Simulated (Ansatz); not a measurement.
Start from `OC(=S)[O][GeH3]` and change one atom or group to get `CC(=S)[O][GeH3]`.

Ansatz, PBE0-D4/def2-TZVP geometries, multiplicity 1. Each molecule was computed in one conformer, which needn't be the lowest.

Scalar relativity is left out up to krypton.

| property | `OC(=S)[O][GeH3]` |
| --- | --- |
| LUMO energy (PBE/def2-TZVPP) / eV | -1.62 |
| HOMO–LUMO gap (B3LYP/def2-TZVPP) / eV | 5.41 |
| size of the dipole moment (ωB97M-V/def2-TZVPP) / D | 4.27 |
| HOMO–LUMO gap (PBE/def2-TZVPP) / eV | 3.73 |
| size of the dipole moment (PBE/def2-TZVPP) / D | 4.06 |
| size of the dipole moment (B3LYP/def2-TZVPP) / D | 4.15 |

Q: What does the change do to each property? (Estimate.)

A: The calculation gave: 
```tsv
property	`CC(=S)[O][GeH3]`	shift
LUMO energy (PBE/def2-TZVPP) / eV	-2.11	-0.49
HOMO–LUMO gap (B3LYP/def2-TZVPP) / eV	4.56	-0.85
size of the dipole moment (ωB97M-V/def2-TZVPP) / D	4.97	0.70
HOMO–LUMO gap (PBE/def2-TZVPP) / eV	2.89	-0.84
size of the dipole moment (PBE/def2-TZVPP) / D	4.69	0.63
size of the dipole moment (B3LYP/def2-TZVPP) / D	4.86	0.71
```

With PBE0 the HOMO rises by 0.37 eV and the LUMO falls by 0.50 eV, so the gap narrows by about 0.87 eV. PBE moves the HOMO by 0.35 eV and ωB97M-V by 0.37 eV. Dipoles are sizes alone; their direction can turn.

B3LYP here is the variant with VWN-RPA as its local correlation; programs differ in this.
